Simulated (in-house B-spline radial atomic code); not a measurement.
RPA and G0W0 on SCAN: the thallium ion Tl²⁺

Configuration [Xe] 4f14 5d10 6s1, highest spin, mean-field start SCAN. Computed with a B-spline radial code for spherical atoms: all electrons, scalar-relativistic (spin-free one-electron X2C), finite nucleus, each spin shell either full or empty, empty states to l = 9 with an (l + 1/2)⁻⁴ tail; G0W0 by contour deformation at full frequency.

Without the two-electron picture change, the correlation of inner shells comes somewhat too large for so heavy an element.

RPA overbinds a lone outer s electron by self-correlation, and G0W0 tends to as well.

Command:
```bash
python run_gw.py task.json out
```
Settings (radii: box in bohr, nucleus in fm):
```
Z                        81
electrons                79
configuration            [Xe] 4f14 5d10 6s1
hamiltonian              x2c
method                   scan,scan
lmax                     9
rms_radius               5.4759
spin_polarised           True
box_radius               17.55
intervals                68
ion_configuration        [Xe] 4f14 5d10
```

Time taken, with all properties: 20 s on 1 thread of Arm Neoverse N1, with other jobs on the host.

Energies (hartree):

```
                                     term         value
                         mean-field total  -20249.71261
Hartree-Fock functional on these orbitals  -20242.87217
                      direct second order       -8.1002
                    second-order exchange        2.0047
                         SOSEX correction        1.8805
```

What is the RPA correlation energy, and what remains with SOSEX?

RPA gives -7.0855 hartree (-2.44 eV per electron); RPA + SOSEX gives -5.205, and the second-order doubles -6.0955 hartree (no singles). RPA lacks exchange-type terms and so overcorrelates at short range.

Quasi-particle levels (eV):

```
  level  occupied  mean field  Σx - vxc     Σc  QP weight     G0W0
  6s up       yes     -26.150     -2.46      ?          ?        ?
5d down       yes      -33.38     -6.99   0.36      0.885   -40.00
  5d up       yes      -33.60     -7.14   0.37      0.873   -40.37
6s down        no     -24.352      6.66  -2.93      0.941  -20.618
```

G0W0 = mean field + (Σx - vxc) + Σc, with Σc (partial-wave tail included) taken at the quasi-particle energy. Only the outer levels were computed. Levels of low weight are left out.

Where does G0W0 put 6s up?

At -30.51 eV, with Σc = -1.90 eV and a quasi-particle weight of 0.950. The tabulated removal energy is 29.852 eV (NIST, measured); the calculation leaves out spin-orbit coupling, Breit and QED terms, and what these don't explain is the method's own error.

What does it cost to remove one electron (to [Xe] 4f14 5d10) by differences of total energies, each species on its own start (correlation terms add to the Hartree-Fock functional)?

SCAN 30.37 eV, Hartree-Fock functional 28.034 eV, + RPA 30.37 eV, + RPA + SOSEX 29.612 eV, + second order 31.03 eV. Tabulated: 29.852 eV (NIST, measured); the calculation leaves out spin-orbit coupling, Breit and QED terms, and what these don't explain is the method's own error.
